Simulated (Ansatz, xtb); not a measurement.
# A geometry optimisation of GaH9Si3 with r2SCAN-D4/def2-SVP

The starting geometry of this gas-phase singlet has its atoms placed at random.

```xyz
13

Ga    0.7439   -0.2961   -2.1533
Si   -0.9069   -0.1308    1.7531
Si   -0.5567    0.5835   -0.6218
Si    1.7268    1.1823    1.0977
H    -2.3386   -0.2211   -0.0676
H     2.3508    0.2967    0.5329
H    -1.8054   -0.6139   -1.1000
H    -1.6822   -0.9780    1.1795
H    -2.1960    0.9858    0.2772
H     0.0990   -1.7806   -0.6771
H     1.5503   -0.1141    2.1334
H     0.3616   -0.7690    2.0826
H    -0.6544    0.1237   -2.5799
```

One run relaxed it with r2SCAN-D4/def2-SVP. What is a likely outcome?

It falls apart into GaH7Si3 + H2. Distances that change by over a tenth: Ga1–Si3 (2.19 → 2.70 Å), Ga1–H10 (2.19 → 1.94 Å), Ga1–H13 (1.52 → 1.77 Å), Si2–H8 (1.28 → 1.50 Å), Si3–H7 (1.79 → 3.68 Å), Si4–H6 (1.22 → 1.59 Å). Contacts that close: Si2–H11 (2.49 → 1.71 Å), Si3–Si4 (2.92 → 2.35 Å), Si3–H9 (1.91 → 1.49 Å), Si3–H10 (2.45 → 1.60 Å), H5–H7 (1.23 → 0.76 Å).

The energy falls by 11.46 eV over 30 steps:

```csv
step,E − E(last) (eV)
1,11.458
4,5.005
7,2.750
11,1.494
14,0.951
17,0.622
20,0.296
24,0.032
27,0.001
30,0.000
```

Final geometry (Å):

```json
{"atom": "Ga", "x (Å)": "1.2101", "y (Å)": "-0.5124", "z (Å)": "-2.0383"}
{"atom": "Si", "x (Å)": "-0.3455", "y (Å)": "-0.5394", "z (Å)": "1.8235"}
{"atom": "Si", "x (Å)": "-0.3315", "y (Å)": "0.6859", "z (Å)": "-0.1752"}
{"atom": "Si", "x (Å)": "1.7562", "y (Å)": "0.9846", "z (Å)": "0.8716"}
{"atom": "H", "x (Å)": "-3.7930", "y (Å)": "-0.7804", "z (Å)": "-1.0112"}
{"atom": "H", "x (Å)": "2.1728", "y (Å)": "-0.1601", "z (Å)": "-0.1567"}
{"atom": "H", "x (Å)": "-3.2687", "y (Å)": "-1.1810", "z (Å)": "-1.3852"}
{"atom": "H", "x (Å)": "-0.1563", "y (Å)": "-2.0265", "z (Å)": "1.7996"}
{"atom": "H", "x (Å)": "-1.4306", "y (Å)": "1.6763", "z (Å)": "-0.3060"}
{"atom": "H", "x (Å)": "-0.3897", "y (Å)": "-0.7022", "z (Å)": "-0.9658"}
{"atom": "H", "x (Å)": "1.3274", "y (Å)": "-0.2212", "z (Å)": "1.9683"}
{"atom": "H", "x (Å)": "-0.6021", "y (Å)": "-0.0685", "z (Å)": "3.2225"}
{"atom": "H", "x (Å)": "0.5430", "y (Å)": "1.1133", "z (Å)": "-1.7903"}
```

From the same start GFN2-xTB ends elsewhere, in pieces: GaH5Si3 + H2 + H + H.

From so rough a start the end depends on the optimiser's path, so another program may land elsewhere. The end wasn't checked by frequencies. Run with Ansatz 0.2.0, 2.6 min on 2 threads of Intel(R) Xeon(R) Platinum 8375C CPU @ 2.90GHz (Ice Lake) (shared host).
